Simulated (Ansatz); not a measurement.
Start from `CCC[SiH2]Cl` and change one atom or group to get `BCC[SiH2]Cl`.

Ansatz, PBE0-D4/def2-TZVP geometries, multiplicity 1. Each molecule was computed in one conformer, which needn't be the lowest.

```csv
property,`CCC[SiH2]Cl`
size of the dipole moment (B3LYP/def2-TZVPP) / D,1.87
HOMO–LUMO gap (ωB97M-V/def2-TZVPP) / eV,12.83
HOMO energy (B3LYP/def2-TZVPP) / eV,-8.21
HOMO–LUMO gap (PBE/def2-TZVPP) / eV,6.69
HOMO energy (PBE/def2-TZVPP) / eV,-7.12
size of the dipole moment (ωB97M-V/def2-TZVPP) / D,1.86
```

(1) What does the change do to each property? (Best estimate.)

Answers

(1) Computed: 
```json
{"property": "size of the dipole moment (B3LYP/def2-TZVPP) / D", "`BCC[SiH2]Cl`": "1.49", "shift": "-0.38"}
{"property": "HOMO–LUMO gap (ωB97M-V/def2-TZVPP) / eV", "`BCC[SiH2]Cl`": "10.96", "shift": "-1.87"}
{"property": "HOMO energy (B3LYP/def2-TZVPP) / eV", "`BCC[SiH2]Cl`": "-8.07", "shift": "0.14"}
{"property": "HOMO–LUMO gap (PBE/def2-TZVPP) / eV", "`BCC[SiH2]Cl`": "4.52", "shift": "-2.17"}
{"property": "HOMO energy (PBE/def2-TZVPP) / eV", "`BCC[SiH2]Cl`": "-7.00", "shift": "0.12"}
{"property": "size of the dipole moment (ωB97M-V/def2-TZVPP) / D", "`BCC[SiH2]Cl`": "1.48", "shift": "-0.38"}
```

With PBE0 the HOMO rises by 0.16 eV and the LUMO falls by 1.90 eV, so the gap narrows by about 2.06 eV. PBE moves the HOMO by 0.12 eV and ωB97M-V by 0.15 eV. Dipoles are sizes alone; their direction can turn.

B3LYP here is the variant with VWN-RPA as its local correlation; programs differ in this.
